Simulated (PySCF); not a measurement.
CrFO₂ (SMILES [O]=[Cr+](=[O])[F]), charge +1, singlet, at a GFN2-xTB geometry (such geometries of metal compounds can be far from the true shape) (the multiplicity is a formal guess); B3LYP5/def2-SVP (PySCF).

Here is a job for PySCF.
```python
from pyscf import gto, scf, dft

mol = gto.M(
    atom='''
Cr    0.12142624    0.18905534    0.16459684
O     1.30090157   -0.48116846   -0.58007591
O    -0.53573390   -0.80739456    1.14954741
F    -1.00395235    0.64124176   -0.94512179
''',
    basis='def2-svp',
    charge=1,
    verbose=4,
)

mf = dft.RKS(mol)
mf.xc = 'b3lyp5'
mf.kernel()
```

Task: Predict the main parts of the log of this PySCF run.

Result: 
```
PySCF version 2.14.0

[INPUT] verbose = 4
[INPUT] num. atoms = 4
[INPUT] num. electrons = 48
[INPUT] charge = 1
[INPUT] spin (= nelec alpha-beta = 2S) = 0
[INPUT] symmetry False subgroup None
[INPUT] Mole.unit = angstrom
[INPUT] Symbol           X                Y                Z      unit          X                Y                Z       unit  Magmom
[...]
nuclear repulsion = 243.578851269094
number of shells = 29
number of NR pGTOs = 145
number of NR cGTOs = 73
basis = def2-svp
ecp = {}

******** <class 'pyscf.dft.rks.RKS'> ********
method = RKS
initial guess = minao
damping factor = 0
level_shift factor = 0
DIIS = <class 'pyscf.scf.diis.CDIIS'>
diis_start_cycle = 1
diis_space = 8
diis_damp = 0
SCF conv_tol = 1e-09
SCF conv_tol_grad = None
SCF max_cycles = 50
direct_scf = True
direct_scf_tol = 1e-13
XC library pyscf.dft.libxc version 7.1.2
    S. Lehtola, C. Steigemann, M. J. T. Oliveira, and M. A. L. Marques,  SoftwareX 7, 1–5 (2018)
XC functionals = b3lyp5
    P. A. M. Dirac,  Math. Proc. Cambridge Philos. Soc. 26, 376 (1930)
    F. Bloch,  Z. Phys. 57, 545 (1929)
    A. D. Becke,  Phys. Rev. A 38, 3098 (1988)
    C. Lee, W. Yang, and R. G. Parr,  Phys. Rev. B 37, 785 (1988)
    B. Miehlich, A. Savin, H. Stoll, and H. Preuss,  Chem. Phys. Lett. 157, 200 (1989)
    S. H. Vosko, L. Wilk, and M. Nusair,  Can. J. Phys. 58, 1200 (1980)
radial grids:
    Treutler-Ahlrichs [JCP 102, 346 (1995); DOI:10.1063/1.469408] (M4) radial grids

becke partition: Becke, JCP 88, 2547 (1988); DOI:10.1063/1.454033
pruning grids: <function nwchem_prune>
grids dens level: 3
symmetrized grids: False
atomic radii adjust function: <function treutler_atomic_radii_adjust>
small_rho_cutoff = 0
Set gradient conv threshold to 3.16228e-05
Initial guess from minao.
tot grids = 63336
init E= -1294.28708074687
[...]
cycle= 1 E= -1293.37252484631  delta_E= 0.915  |g|= 1.69  |ddm|= 3.04
[...]
cycle= 2 E= -1278.69265662683  delta_E= 14.7  |g|= 7.03  |ddm|= 4.81
[...]
cycle= 3 E= -1293.33854201756  delta_E= -14.6  |g|= 1.65  |ddm|= 4.72
[...]
cycle= 4 E= -1293.71731720571  delta_E= -0.379  |g|= 0.938  |ddm|= 1.25
[...]
cycle= 5 E= -1293.79741975223  delta_E= -0.0801  |g|= 0.715  |ddm|= 0.467
[...]
cycle= 6 E= -1293.80032538296  delta_E= -0.00291  |g|= 0.686  |ddm|= 0.136
[...]
cycle= 7 E= -1293.80122101656  delta_E= -0.000896  |g|= 0.683  |ddm|= 0.00344
[...]
cycle= 8 E= -1293.82133150767  delta_E= -0.0201  |g|= 0.588  |ddm|= 0.0644
[...]
cycle= 9 E= -1293.85039131985  delta_E= -0.0291  |g|= 0.397  |ddm|= 0.141
[...]
cycle= 10 E= -1293.86927766789  delta_E= -0.0189  |g|= 0.214  |ddm|= 0.13
[...]
cycle= 11 E= -1293.87566035991  delta_E= -0.00638  |g|= 0.0664  |ddm|= 0.0661
[...]
cycle= 12 E= -1293.87630198442  delta_E= -0.000642  |g|= 0.0216  |ddm|= 0.0217
[...]
cycle= 13 E= -1293.87637714415  delta_E= -7.52e-05  |g|= 0.00172  |ddm|= 0.0107
[...]
cycle= 14 E= -1293.87637774739  delta_E= -6.03e-07  |g|= 0.000179  |ddm|= 0.00135
[...]
cycle= 15 E= -1293.876377792  delta_E= -4.46e-08  |g|= 8.83e-05  |ddm|= 0.000798
[...]
cycle= 16 E= -1293.8763777944  delta_E= -2.39e-09  |g|= 1.63e-05  |ddm|= 0.000129
[...]
cycle= 17 E= -1293.87637779444  delta_E= -4.16e-11  |g|= 1.01e-05  |ddm|= 2.03e-05
[...]
Extra cycle  E= -1293.87637779361  delta_E= 8.31e-10  |g|= 7.39e-05  |ddm|= 3.59e-05
converged SCF energy = -1293.87637779361
```
